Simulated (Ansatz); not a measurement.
Species: H5Si2O2 (charge 0, doublet). SMILES: O[Si](O)[SiH3]
Structure (B3LYP-D3(BJ)/def2-TZVP (Ansatz, an electronic-structure program) minimum search):
```xyz
9

O      0.9491     1.6249     0.2531
Si     0.5215     0.1838    -0.4467
O      1.4652    -1.0542     0.1369
Si    -1.6997    -0.4305     0.1039
H      1.3166     1.6143     1.1438
H      2.4044    -1.0629    -0.0698
H     -2.6057     0.6436    -0.3672
H     -1.8942    -0.6150     1.5665
H     -2.0413    -1.6917    -0.5952
```
Charge 0, spin multiplicity 2.

Property: enthalpy of formation at 298 K, in kcal/mol. Conventions: non-relativistic; 6-31G* and kin with 6d, 5d where marked; LANL2DZ with its own core potentials from Na on; no spin-orbit coupling; open shells spin-unrestricted; valence correlation only; 6-311+G** with 5d, 6d on Na to Ar in Ansatz. Basis-set limits of correlation are two-point, X^-3; Hartree-Fock from the larger set. Ab initio and DFT rows: single points at B3LYP-D3(BJ) geometries (Ansatz), with unscaled harmonic terms from B3LYP/6-31G* (Ansatz) at its own minima, enthalpies of formation by atomisation with measured atoms.

Coupled cluster (Ansatz) is a level with limits of its own, used here on species with T1 under 0.025 (0.045 for open shells) and stable references: CCSD(T)/CBS(aug-cc-pV(T+d)Z,aug-cc-pV(Q+d)Z).

Value to compare with, CCSD(T)/CBS(aug-cc-pV(T+d)Z,aug-cc-pV(Q+d)Z) (Ansatz): -102.8 kcal/mol.

```json
[
 {"level": "MP2/STO-3G", "program": "Ansatz", "enthalpy of formation at 298 K (kcal/mol)": "-23.1", "difference": "79.7"},
 {"level": "MP2/3-21G", "program": "Ansatz", "enthalpy of formation at 298 K (kcal/mol)": "75.7", "difference": "178.5"},
 {"level": "MP2/LANL2DZ", "program": "Ansatz", "enthalpy of formation at 298 K (kcal/mol)": "57.8", "difference": "160.6"},
 {"level": "MP2/6-31G*", "program": "Ansatz", "enthalpy of formation at 298 K (kcal/mol)": "-15.1", "difference": "87.7"},
 {"level": "MP2/6-311+G**", "program": "Ansatz", "enthalpy of formation at 298 K (kcal/mol)": "-53.4", "difference": "49.4"}
]
```

Among the 5 habitual levels, MP2/3-21G lies farthest from CCSD(T)/CBS(aug-cc-pV(T+d)Z,aug-cc-pV(Q+d)Z) (Ansatz) (178.5 kcal/mol) and MP2/6-311+G** nearest (49.4); 5 of 5 lie above it, and their mean absolute difference is 111.2 kcal/mol, the median 87.7. One case shows no general order.

The sets are all those run for this method; left out are runs that failed, that the program found above a lower state of the same kind, or whose <S^2> lies over 0.5 above the pure value.
